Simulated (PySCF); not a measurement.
Bonds (- single, = double, # triple, : aromatic): C1-O2, O2-Ge3, Ge3-O4, O4-C5, Ge3-O6, O6-C7, Ge3-O8, O8-C9. C1 carries H10, H11, H12; C5 carries H13, H14, H15; C7 carries H16, H17, H18; C9 carries H19, H20, H21.

Geometry: PBE0-D3(BJ)/def2-SVP; GIAO shifts from PySCF 2.14.0 with density-fitted response routines, gas phase, non-relativistic, averaged over equivalent atoms.

At PBE0/pcSseg-1 (237 basis functions, 50 s wall time on 1 thread of an Arm Neoverse V1, shared host):
| atoms | δ (ppm) |
| --- | --- |
| C1/C5/C7/C9 | 54.2 |
| O2/O4/O6/O8 | 18.3 |
| Ge3 | -45.5 |
| H10/H11/H12/H13/H14/H15/H16/H17/H18/H19/H20/H21 | 3.69 |

Chemical shifts δ = σref − σ; ¹³C (σ = 184.41 ppm) and ¹H (σ = 31.27 ppm) vs TMS; ¹⁷O (σ = 334.56 ppm) against H2O; ⁷³Ge (σ = 1330.28 ppm) vs GeMe4, all at this level.

Predict the values at B3LYP/pcSseg-1 on the same geometry.

Results:


| atoms | δ at B3LYP/pcSseg-1 | change |
| --- | --- | --- |
| C1/C5/C7/C9 | 55.1 | +0.9 |
| O2/O4/O6/O8 | 25.2 | +6.9 |
| Ge3 | -60.6 | -15.1 |
| H10/H11/H12/H13/H14/H15/H16/H17/H18/H19/H20/H21 | 3.73 | +0.04 |

Chemical shifts δ = σref − σ; ¹³C (σref 179.24), ¹H (σref 31.38) vs TMS; ¹⁷O (σref 334.04) against H2O; ⁷³Ge (σref 1291.94) vs GeMe4, all at this level.

The largest change is at Ge3 (germanium bonded to 4 O). Cost: 237 basis functions, 50 s wall time on 1 thread of an Arm Neoverse V1, shared host.

Relativistic effects, spin–orbit coupling among them, are left out; they matter for Ge and for the light atoms bonded to it. Experimental scales use liquid or dissolved standards, which lie at an offset from isolated H2O (liquid H2O: subtract about 36 ppm).
